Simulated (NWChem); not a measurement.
BH$_{2}$S$_{2}$F; SMILES FB(S)S

```xyz
6

B      0.0000     0.0000    -0.3631
F      0.0000     0.0000    -1.6903
S      1.6304     0.0000     0.4256
H      1.2045     0.0000     1.7042
S     -1.6304     0.0000     0.4256
H     -1.2045     0.0000     1.7042
```
Atoms are numbered in this order, from 1.

Computed with NWChem. Pople sets run with spherical d functions. Geometry: optimised at PBE0/def2-SVP.

### Question
Taking PBE0/6-311++G** as the yardstick, which of these has the fewest basis functions while keeping “dipole (D)” within 0.2 D of it: PBE0/3-21G; PBE0/6-31G*; PBE0/STO-3G; PBE0/6-31+G*; PBE0/6-311G**?

### Answer
PBE0/3-21G (a larger set in the list lies outside the tolerance).
| level | basis functions | dipole (D) |
|---|---|---|
| PBE0/STO-3G | 30 | 1.48 |
| PBE0/3-21G | 48 | 2.51 |
| PBE0/6-31G* | 68 | 2.19 |
| PBE0/6-31+G* | 84 | 2.51 |
| PBE0/6-311G** | 100 | 2.37 |
| PBE0/6-311++G** | 118 | 2.50 |

The yardstick is one finite set, not the basis-set limit.
